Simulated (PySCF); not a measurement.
PySCF input file for Si(F)(vinyl)(OH)2 (C2H5FO2Si), SMILES C=C[Si](O)(O)F, PBE-D3(BJ)/def2-SVP. Geometry optimised at PBE-D3(BJ)/def2-SVP. The values are those of a single conformer.

```python
import numpy as np
from pyscf import gto, scf, dft, df
from pyscf.hessian import thermo

mol = gto.M(
    atom='''
    C    -2.36479269    0.41063394    0.41380649
    C    -1.27651746   -0.27286670    0.82142145
    Si    0.34602244   -0.09293577   -0.05169229
    O     0.27985000    0.98760292   -1.32390394
    O     0.81682039   -1.57698496   -0.62009244
    F     1.46584497    0.48685039    1.00170269
    H    -2.31815464    1.08690921   -0.45723341
    H    -3.34199401    0.32255006    0.91922351
    H    -1.35990778   -0.94710908    1.69296321
    H     0.47555608    1.90992731   -1.08460171
    H     1.58207922   -1.56437761   -1.22138024
    ''',
    basis='def2-SVP',
    charge=0,
    spin=0,
    max_memory=1600,
    verbose=3,
)
mf = dft.RKS(mol, xc='pbe').density_fit(auxbasis='def2-universal-jkfit')
mf.disp = 'd3bj'
mf.grids.level = 3
mf.conv_tol = 1e-11
mf.max_cycle = 100
mf.kernel()

# [left out here: the lines that compute and print the analytic Hessian (its translational invariance restored by hand, since the grid's response is missing), thermochemistry and intensities]
```

Output:

```
[...]
Mode                                 6                   7                   8
Irrep
Freq [cm^-1]                      323.2154            340.1814            407.3680
Reduced mass [au]                   5.6629              2.2584              5.5544
Force const [Dyne/A]                0.3486              0.1540              0.5431
Char temp [K]                     465.0350            489.4453            586.1118
Normal mode                   x     y     z       x     y     z       x     y     z
       0   C                 0.08 -0.02 -0.01   -0.00 -0.00 -0.00    0.09 -0.02 -0.01
       1   C                 0.08 -0.00 -0.02   -0.02 -0.01  0.03    0.01 -0.07  0.09
       2  Si                 0.03  0.05 -0.03   -0.01  0.01  0.05   -0.09  0.03 -0.01
       3   O                -0.11  0.01 -0.06    0.00 -0.09 -0.04    0.06  0.02 -0.04
       4   O                -0.05 -0.00  0.04   -0.03  0.07 -0.11    0.02  0.05  0.07
       5   F                -0.04 -0.05  0.10    0.03  0.01  0.03   -0.02 -0.06 -0.05
       6   H                 0.08  0.00  0.01    0.05  0.02  0.02    0.26 -0.05 -0.03
       7   H                 0.07 -0.05 -0.03   -0.03 -0.01 -0.06    0.02  0.08 -0.14
       8   H                 0.11 -0.04 -0.04   -0.05 -0.04  0.01   -0.00 -0.08  0.08
       9   H                 0.12  0.00 -0.22    0.31 -0.11 -0.25    0.01  0.03 -0.02
      10   H                -0.04 -0.17  0.06    0.32  0.14  0.33   -0.01  0.13  0.02
Mode                                 9                  10                  11
Irrep
Freq [cm^-1]                      541.5580            653.7386            762.1670
Reduced mass [au]                   1.7283              4.0944              1.9331
Force const [Dyne/A]                0.2986              1.0310              0.6616
Char temp [K]                     779.1814            940.5843           1096.5886
Normal mode                   x     y     z       x     y     z       x     y     z
       0   C                 0.00  0.01  0.01   -0.06  0.01  0.01   -0.02  0.00  0.00
       1   C                -0.05 -0.14 -0.10   -0.11 -0.05  0.12   -0.03 -0.00  0.04
       2  Si                 0.00  0.02  0.02    0.04  0.00 -0.03    0.05  0.01 -0.02
       3   O                 0.00 -0.00 -0.00   -0.00  0.07 -0.08    0.02 -0.04  0.09
       4   O                -0.03  0.03  0.02    0.02 -0.06 -0.02    0.01  0.08  0.00
       5   F                 0.04  0.01  0.01    0.04  0.02  0.05   -0.06 -0.02 -0.06
       6   H                -0.08 -0.26 -0.21    0.16 -0.03 -0.01    0.04 -0.00  0.00
       7   H                 0.13  0.43  0.33   -0.16  0.15 -0.15   -0.06  0.04 -0.06
       8   H                 0.06  0.23  0.19   -0.18 -0.05  0.12   -0.08 -0.01  0.03
       9   H                 0.01  0.02 -0.10    0.02  0.05 -0.01   -0.03  0.08 -0.39
      10   H                -0.07 -0.04 -0.04    0.01 -0.19 -0.04   -0.04 -0.56 -0.05
Mode                                12                  13                  14
Irrep
Freq [cm^-1]                      785.9706            871.7986            899.1473
Reduced mass [au]                   1.4174              2.9001              4.6889
Force const [Dyne/A]                0.5159              1.2987              2.2335
Char temp [K]                    1130.8367           1254.3241           1293.6727
Normal mode                   x     y     z       x     y     z       x     y     z
       0   C                -0.00  0.00 -0.00   -0.03  0.00  0.01   -0.03 -0.01  0.02
       1   C                -0.00 -0.00 -0.00   -0.03 -0.02  0.02   -0.01 -0.00  0.01
       2  Si                 0.01 -0.02 -0.00    0.11  0.01  0.01   -0.01  0.03 -0.12
       3   O                -0.01 -0.03 -0.06   -0.01 -0.01 -0.01   -0.00 -0.09  0.10
       4   O                -0.01  0.12  0.01   -0.05  0.01  0.03   -0.02  0.01  0.02
       5   F                 0.01 -0.01  0.01   -0.08 -0.04 -0.06    0.05  0.02  0.05
       6   H                -0.02  0.01  0.01    0.06 -0.03 -0.01    0.15 -0.04 -0.01
       7   H                 0.00 -0.02  0.01   -0.07  0.09 -0.05   -0.12  0.14 -0.13
       8   H                -0.02  0.01  0.00   -0.08  0.01  0.05    0.12 -0.05 -0.01
       9   H                 0.11 -0.23  0.68    0.03 -0.06  0.18    0.01 -0.10  0.13
      10   H                -0.04 -0.39 -0.02    0.01  0.49  0.08   -0.01  0.23  0.03
Mode                                15                  16                  17
Irrep
Freq [cm^-1]                      956.4494            961.8172            977.6787
Reduced mass [au]                   3.4143              1.4221              1.4244
Force const [Dyne/A]                1.8402              0.7751              0.8022
Char temp [K]                    1376.1177           1383.8408           1406.6619
Normal mode                   x     y     z       x     y     z       x     y     z
       0   C                -0.00  0.03  0.04   -0.04 -0.11 -0.08   -0.06 -0.01  0.05
       1   C                -0.00 -0.01 -0.03    0.01  0.04  0.02    0.02  0.04 -0.05
       2  Si                -0.01  0.11  0.04   -0.00  0.03  0.02   -0.00 -0.06  0.03
       3   O                -0.00 -0.04  0.01   -0.00 -0.01  0.00   -0.00  0.04 -0.03
       4   O                 0.04 -0.10 -0.05    0.01 -0.03 -0.02   -0.01  0.04  0.01
       5   F                -0.03 -0.02 -0.03   -0.01 -0.01 -0.01    0.00  0.01 -0.00
       6   H                 0.07 -0.16 -0.11    0.19  0.38  0.32    0.38 -0.17 -0.05
       7   H                -0.11 -0.04 -0.18    0.11  0.51  0.32   -0.24  0.26 -0.26
       8   H                 0.21  0.00 -0.00    0.08 -0.07 -0.06    0.52 -0.12 -0.12
       9   H                 0.03 -0.10  0.25    0.00 -0.03  0.08   -0.02  0.06 -0.10
      10   H                 0.04 -0.21 -0.06    0.01 -0.06 -0.02   -0.02 -0.02  0.00
Mode                                18                  19                  20
Irrep
Freq [cm^-1]                     1006.6547           1231.5868           1368.4281
Reduced mass [au]                   1.0692              1.3808              1.1685
Force const [Dyne/A]                0.6384              1.2340              1.2892
Char temp [K]                    1448.3519           1771.9792           1968.8634
Normal mode                   x     y     z       x     y     z       x     y     z
       0   C                 0.00  0.00 -0.00    0.00  0.07 -0.08    0.00  0.01 -0.01
       1   C                 0.02  0.05  0.05   -0.06 -0.05  0.08   -0.10  0.04 -0.01
       2  Si                 0.00  0.01  0.00    0.01 -0.00 -0.00    0.01  0.00 -0.01
       3   O                -0.00 -0.00 -0.00   -0.00 -0.00  0.00    0.00 -0.00  0.00
       4   O                 0.00 -0.00 -0.00   -0.00  0.01  0.00   -0.00  0.00  0.00
       5   F                -0.00 -0.00 -0.00   -0.00 -0.00 -0.00   -0.00 -0.00 -0.00
       6   H                -0.15 -0.40 -0.33   -0.36  0.15 -0.04    0.60 -0.13 -0.07
       7   H                 0.09  0.23  0.21    0.10 -0.10  0.09    0.29 -0.43  0.42
       8   H                -0.20 -0.55 -0.44    0.68 -0.23  0.02    0.11 -0.01 -0.03
       9   H                 0.01 -0.01  0.02   -0.00  0.00 -0.00   -0.01 -0.00  0.01
      10   H                 0.00 -0.00 -0.00   -0.00  0.02  0.00   -0.00  0.01 -0.00
Mode                                21                  22                  23
Irrep
Freq [cm^-1]                     1624.9608           3052.9765           3084.1551
Reduced mass [au]                   5.0887              1.0585              1.0919
Force const [Dyne/A]                7.9168              5.8130              6.1194
Char temp [K]                    2337.9567           4392.5535           4437.4125
Normal mode                   x     y     z       x     y     z       x     y     z
       0   C                 0.16 -0.09  0.05    0.05 -0.03  0.02    0.01 -0.01  0.01
       1   C                -0.17  0.08 -0.04   -0.01 -0.00  0.01    0.00  0.05 -0.06
       2  Si                 0.01 -0.00 -0.00    0.00 -0.00  0.00   -0.00  0.00  0.00
       3   O                -0.00  0.00  0.00   -0.00  0.00 -0.00   -0.00 -0.00  0.00
       4   O                 0.00  0.00 -0.00    0.00 -0.00 -0.00    0.00 -0.00 -0.00
       5   F                 0.00  0.00 -0.00    0.00  0.00 -0.00    0.00  0.00  0.00
       6   H                -0.21 -0.02  0.11    0.04  0.40 -0.52    0.01  0.12 -0.15
       7   H                 0.04  0.13 -0.18   -0.61 -0.06  0.33   -0.02 -0.00  0.01
       8   H                 0.09  0.03 -0.08    0.01  0.10 -0.13   -0.08 -0.57  0.74
       9   H                 0.00 -0.00  0.00    0.00  0.00  0.00    0.00  0.00  0.00
      10   H                 0.00 -0.00 -0.00    0.00 -0.00 -0.00   -0.00 -0.00  0.00
Mode                                24                  25                  26
Irrep
Freq [cm^-1]                     3148.8654           3765.2803           3772.0218
Reduced mass [au]                   1.1170              1.0663              1.0667
Force const [Dyne/A]                6.5257              8.9068              8.9419
Char temp [K]                    4530.5163           5417.4000           5427.0995
Normal mode                   x     y     z       x     y     z       x     y     z
       0   C                -0.05 -0.04  0.07   -0.00 -0.00  0.00    0.00 -0.00  0.00
       1   C                -0.00 -0.01  0.01    0.00  0.00 -0.00   -0.00 -0.00  0.00
       2  Si                 0.00 -0.00  0.00   -0.00 -0.00  0.00    0.00  0.00  0.00
       3   O                -0.00  0.00 -0.00    0.00  0.00  0.00    0.01  0.06  0.01
       4   O                 0.00  0.00 -0.00   -0.05  0.00  0.04    0.00 -0.00 -0.00
       5   F                -0.00  0.00 -0.00   -0.00 -0.00 -0.00    0.00 -0.00  0.00
       6   H                 0.02  0.41 -0.52   -0.00  0.00 -0.00    0.00 -0.00 -0.00
       7   H                 0.58  0.05 -0.30    0.00 -0.00 -0.00   -0.00 -0.00  0.00
       8   H                 0.01  0.07 -0.09   -0.00 -0.00  0.00   -0.00 -0.00  0.00
       9   H                 0.00 -0.00 -0.00   -0.00 -0.02 -0.00   -0.19 -0.92 -0.22
      10   H                -0.00 -0.00  0.00    0.76 -0.01 -0.60   -0.02  0.00  0.01
temperature 298.1500 [K]
pressure 101325.00 [Pa]
Rotational constants [GHz] 3.71731 2.14470 2.11470
Symmetry number 1
Zero-point energy (ZPE) 0.07209 [Eh]   189275.486 [J/mol]
                           tot       elec      trans        rot        vib
Entropy [J/mol/K]       366.925      0.000    167.156    114.418     85.350
Cv [J/mol/K]            117.977      0.000     12.472     12.472     93.033
Cp [J/mol/K]            126.291      0.000     20.786     12.472     93.033
Internal energy [J/mol]                      3718.434   3718.434 203529.467
Internal energy [Eh]   -618.21789  -618.29824
Enthalpy [J/mol]                             6197.391   3718.434 203529.467
Enthalpy [Eh]          -618.21695
Gibbs free energy [J/mol]                  -43640.308 -30395.399 178082.394
Gibbs free energy [Eh] -618.25862
mode   freq/cm-1   IR/(km/mol)
   1       71.00         7.779
   2      143.40        31.252
   3      159.69         4.114
   4      202.09        38.483
   5      256.33        32.140
   6      275.87        37.301
   7      323.22        64.612
   8      340.18        51.975
   9      407.37        39.575
  10      541.56        16.896
  11      653.74        14.429
  12      762.17       122.111
  13      785.97       177.278
  14      871.80       192.128
  15      899.15       126.531
  16      956.45        95.447
  17      961.82        59.348
  18      977.68        52.170
  19     1006.65        12.595
  20     1231.59         3.307
  21     1368.43        18.643
  22     1624.96        11.306
  23     3052.98        11.784
  24     3084.16         1.445
  25     3148.87         5.692
  26     3765.28        82.398
  27     3772.02        81.782
max |gradient| / (hartree/bohr): 0.00023000143928167505
APT charges: [-0.0075 -0.3919  1.9819 -0.7901 -0.8187 -0.6554  0.0426  0.0326  0.0324
  0.282   0.292 ]
```

The run converged.
